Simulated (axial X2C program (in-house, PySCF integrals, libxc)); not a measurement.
**What spin–orbit coupling does to TeF**

Computed with an in-house all-electron X2C program for linear molecules (integrals from PySCF). Spin-free means the one-electron spin-free X2C Hamiltonian; two-component (2c) means X2C with spin–orbit coupling and atomic mean-field two-electron Coulomb and Gaunt terms, so the difference of the two also holds small scalar two-electron terms. Basis: Te dyall-cv3z [11s12p8d4f1g], F dyall-av3z [7s6p3d2f] (cores contracted in-house); Gaussian nuclei, density fitting, unrestricted open shells. Masses: Te 129.906 u, F 18.998 u.

Spin-free state: M_S = 1/2, Λ = 1 (beyond evenly filled blocks: π+α, π+β, π-α); fragments Te + F.

```json
{"level": "PBE0", "Re (Å)": "1.905", "ωe (cm⁻¹)": "630.3", "De (eV)": "3.502", "μ (D)": "-2.00"}
{"level": "PBE", "Re (Å)": "1.935", "ωe (cm⁻¹)": "589.9", "De (eV)": "3.968", "μ (D)": "-1.93"}
```

Dipoles are positive if F is the positive end.

Problem. Within this multiplet, which Ω should lie lowest by the rule for regular and inverted multiplets?

Solution. The open π shell holds three electrons, one hole, so the multiplet is inverted: Ω = Λ + 1/2 = 3/2. The PBE0 2c search agrees.

Two-component determinant lowest at the distance of the search:

Ω = 3/2 (⟨Sz⟩ = 0.51, ⟨Lz⟩ = 0.99 at PBE0); fragments Te + F.

```
level  Re (Å)  ωe (cm⁻¹)  De (eV)  μ (D)
 PBE0   1.913      614.8    3.534  -2.12
  PBE   1.945      573.3    4.003  -2.07
```

Problem. From the two tables, how do the constants change at the PBE0 level (2c against spin-free)?

Solution. At the PBE0 level Re goes up by 0.008 Å and ωe goes down by 15.5 cm⁻¹; De is not compared, since the atomic limits differ or miss part of their spin–orbit lowering.

The state is a single determinant with fixed occupations, the lowest that a limited PBE0 search found. De is counted from the lowest determinant-based energies of the atoms at the same level, without counterpoise correction. Density functionals use the spin component along the axis (collinear). In 2c an atomic determinant is not the ground J level, so De misses part of the atomic spin–orbit lowering. This holds for PBE0, PBE. Without a current term, density functionals place determinants with orbital angular momentum somewhat too high.
